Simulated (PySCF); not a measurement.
## Working out the ionisation energy of Pb

Pb [Xe] 4f14 5d10 6s2 6p2 (3P) → Pb⁺ [Xe] 4f14 5d10 6s2 6p1 (2P). Calculation: PySCF 2.14, in def2-QZVPPD with the def2 core potential (60 electrons); scalar relativity through the core potential. Frozen: nothing. Energies in hartree (1 hartree = 27.21139 eV):

```json
{"part": "UHF", "Pb (lower)": "-191.836207", "Pb⁺ (upper)": "-191.595030"}
{"part": "MP2 opposite-spin", "Pb (lower)": "-0.385312", "Pb⁺ (upper)": "-0.378218"}
{"part": "MP2 same-spin", "Pb (lower)": "-0.209684", "Pb⁺ (upper)": "-0.200471"}
```

What does Hartree-Fock give?

(-191.595030) − (-191.836207) = 0.241177 hartree = 6.563 eV.

What do MP2 and SCS-MP2 (6/5 opposite-spin, 1/3 same-spin) give?

The opposite-spin parts differ by 0.193 eV and the same-spin parts by 0.251 eV. MP2: 6.563 + (0.193) + (0.251) = 7.007 eV. SCS-MP2: 6.563 + 1.2 × (0.193) + (0.251)/3 = 6.878 eV.

Reference: 7.417 eV (measured; NIST Atomic Spectra Database, ionization energies), between the lowest levels; spin-orbit coupling is absent from the calculation.

What remains against the reference includes basis incompleteness and correlation beyond second order.
